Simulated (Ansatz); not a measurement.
Computed with Ansatz on PBE0-D4/def2-TZVP structures; ΔE is electronic, products minus reactants. CCSD(T)/CBS is the MP2 limit (def2-TZVPP, def2-QZVPP) plus CCSD(T) − MP2 in def2-TZVPP, frozen cores. This one scheme is used for every species. def2 core potentials past Kr. For Br, In outer-core shells are correlated without core-valence functions, which leaves a few kJ/mol of doubt a bond. Scalar relativity is left out up to krypton. One conformer a species, not always the lowest.

Consider the hydrogenolysis of the In–O bond: `C[O][In]([OH])[Br]` + H₂ → `[OH][InH][Br]` + CH₃OH.

```tsv
level	ΔE (kcal/mol)
CCSD/def2-TZVPP	-2.6
HF/def2-QZVPP	-6.6
```

**Question.** What does CCSD(T)/CBS give? (Estimate.)

**Answer.** Ansatz gave: +0.2 kcal/mol. The listed levels differ from it by -2.8, -6.8 kcal/mol.

Largest T1 diagnostic among the species: 0.015.

The D4 term adds +2.1 kcal/mol with B3LYP and +1.2 kcal/mol with PBE0; it sums over pairs of atoms, weighted by their polarisabilities, and B3LYP, whose exchange is more repulsive, gets the larger term. From PBE to PBE0 (25 % exact exchange), in def2-TZVPP and without D4, ΔE moves by −2.2 kcal/mol.

B3LYP here is the variant with VWN-RPA as its local correlation; programs differ in this.
